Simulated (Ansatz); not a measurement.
Z-matrix (Å, degrees):
```
C
O 1 1.2460
O 1 1.2652 2 124.13
H 3 0.9893 1 126.24 2 179.80
H 2 0.9937 1 118.87 3 -0.09
C 1 1.5248 2 116.23 5 179.95
H 6 1.1313 1 106.98 2 -73.95
H 6 1.1318 7 132.69 1 -134.09
H 6 1.1617 7 90.12 8 -90.04
```
Charge +2, spin multiplicity 2.

Level of theory: frozen-core CCSD(T)/cc-pVTZ // B3LYP-D3(BJ)/def2-TZVP run with Ansatz (a program for electronic structure).

The HF energy is -227.55372 Ha and the MP2 correlation energy comes out as -0.75953 Ha.

Problem. Estimate the CCSD correlation energy, the (T) correction, the total energy and the T1 diagnostic.

Solution. 
```json
{
 "CCSD correlation energy": "-0.78153 Ha",
 "(T) correction": "-0.03278 Ha",
 "CCSD(T) total energy": "-228.36803 Ha",
 "T1 diagnostic": "0.024"
}
```
